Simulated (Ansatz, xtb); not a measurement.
## Two structures of CH3AuMg

Structure I: a singlet given by its coordinates. Structure II: `[CH3][Mg][Au]`, a singlet. Both are isolated molecules in the gas phase, relaxed with PBE0-D3(BJ)/def2-SVP.

I (Å):

```xyz
6

C    -0.8722   -0.0835    0.6460
Au    0.7930   -0.4377   -0.5330
Mg    2.9136   -0.8901   -2.0309
H    -0.7503    0.8915    1.1397
H    -0.9473   -0.8852    1.3949
H    -1.7627   -0.0774    0.0010
```

Close contacts (Å): C1–Au2 2.07, Au2–Mg3 2.64, C1–H4 1.10, C1–H5 1.10, C1–H6 1.10.

II (Å):

```xyz
6

C    -2.0628   -0.8130    0.4449
Au    1.8200   -1.3681    2.7846
Mg   -0.2852   -1.0672    1.5161
H    -2.9480   -0.9316    1.0925
H    -2.1232    0.1901   -0.0107
H    -2.1545   -1.5488   -0.3720
```

Question: Estimate which is lower in electronic energy at CCSD(T)/def2-TZVPP, and by roughly how much.

Answer: The CCSD(T)/def2-TZVPP calculation puts structure II lower, by 18.3 kcal/mol.

How the difference moves with the method:

```csv
level,geometry,E(II) − E(I) (kcal/mol),departure from the last row (kcal/mol),"job, with rough time for the two"
GFN2-xTB,GFN2-xTB,−22.6,−4.3,"optimisation, 0.52 s"
r2SCAN-D4/def2-SVP,GFN2-xTB,−20.3,−2.0,"single point, 5 s"
PBE0-D3(BJ)/def2-SVP,PBE0-D3(BJ)/def2-SVP,−19.7,−1.4,"optimisation, 42 s"
HF/def2-TZVPP,PBE0-D3(BJ)/def2-SVP,−26.0,−7.7,part of the CCSD(T) run
MP2/def2-TZVPP,PBE0-D3(BJ)/def2-SVP,−18.2,+0.2,part of the CCSD(T) run
CCSD(T)/def2-TZVPP,PBE0-D3(BJ)/def2-SVP,−18.3,,"single point, 6.3 min"
```

None of the levels shown reverses the order. The largest departure from CCSD(T)/def2-TZVPP is that of HF/def2-TZVPP, 7.7 kcal/mol.

With harmonic frequencies from PBE0-D3(BJ)/def2-SVP (ideal gas, rigid rotor, one conformer each, 600 K, 1 atm): the zero-point term adds −0.3 kcal/mol; ΔH is −18.6 and ΔG −17.7 kcal/mol.

The correlated steps freeze 2 core orbitals; the last core shell of Au and Mg is correlated, in a basis made for valence electrons. Atoms past krypton carry core potentials in the def2 sets and no spin–orbit term is included. Programs: Ansatz 0.2.0, xtb 6.7.1; the last row on 2 threads of AMD EPYC (Zen 3) on a shared host.
